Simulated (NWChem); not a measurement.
# GaF, singlet; SMILES [Ga][F]

All runs: NWChem. Low-valent species are run as closed-shell singlets; no triplet was tried in these runs. Coordinates come from a B3LYP/6-31G* (spherical d) optimisation. Level PBE0/def2-SVPD: single points from the atomic guess with DIIS by default; each run changes one setting, and all converged runs end within 0.3 mHa of each other. cgmin counts macro-iterations, each dearer than a DIIS step. NWChem's automatic level shift, which a small gap switches on, acted in some of these runs.

```csv
setting,SCF iterations
defaults,7
DIIS on 20 Fock matrices,7
level shift of 0.5 Ha throughout,15
quadratically convergent solver (cgmin),4
"no DIIS, 40 % damping",24
core-Hamiltonian guess,24
```
